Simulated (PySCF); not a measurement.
## Steps of a relaxation of Sm(SH)2

Sm(SH)2 (singlet in the valence; each metal's 4f electrons, 6 of them, lie in its core potential, out of spins and levels). PySCF 2.14.0, RKS PBE0, Sm lcecp-0-SVP with ECP52, S def2-SVP, H def2-SVP; non-relativistic Hamiltonian with scalar-relativistic core potentials where named; density fitting; no spin-orbit coupling. Origin of the start: template. Columns: position (Å) and force (eV/Å). Energies are counted from the last step; some of the 14 steps are shown. Forces carry noise of the integration grid, about 0.01 to 0.03 eV/Å.

Run from Python with OMP_NUM_THREADS=2. Where DIIS fails, smearing, a level shift and second-order steps follow.
It took 24 s on 2 threads of Arm Neoverse V2, with other jobs on the host, from the converged density of the start.

```xyz
5
step 0  E = 0.163 eV
Sm    0.0000    0.0000   -0.3498     0.00    0.00    0.58
S     2.6512    0.0000    0.8367    -0.86    0.09    0.00
H     3.4654   -0.3365   -0.1747     0.09   -0.08   -0.29
S    -2.6512    0.0000    0.8367     0.86   -0.09    0.00
H    -3.4654    0.3365   -0.1747    -0.09    0.08   -0.29
```

```xyz
5
step 4  E = 0.003 eV
Sm    0.0000    0.0000   -0.4113     0.00    0.00    0.06
S     2.4407   -0.0491    0.8968    -0.07    0.00   -0.01
H     3.1968   -0.2733   -0.2041    -0.01    0.00   -0.02
S    -2.4407    0.0491    0.8968     0.07    0.00   -0.01
H    -3.1968    0.2733   -0.2041     0.01    0.00   -0.02
```

```xyz
5
step 9  E = 0.001 eV
Sm    0.0000    0.0000   -0.4143     0.00    0.00    0.01
S     2.4148   -0.1008    0.9132     0.04   -0.01   -0.07
H     3.1537   -0.2298   -0.2191    -0.04    0.01    0.07
S    -2.4148    0.1008    0.9132    -0.04    0.01   -0.07
H    -3.1537    0.2298   -0.2191     0.04   -0.01    0.07
```

Task: Where does the relaxation end?

Result: It converges at step 13 in C2v:
```xyz
5
step 13  E = 0
Sm    0.0000    0.0000   -0.3876
S     2.4250   -0.1663    0.9140
H     3.1478   -0.1795   -0.2332
S    -2.4250    0.1663    0.9140
H    -3.1478    0.1795   -0.2332
```

Task: How did the contacts change?

Result: 
| contact | start (Å) | end (Å) |
| --- | --- | --- |
| Sm1–S2 (SH) | 2.905 | 2.757 |
| Sm1–S4 (SH) | 2.905 | 2.757 |


An lcecp potential fixes the number of 4f electrons, so in runs with it no electron can move into or out of that shell.
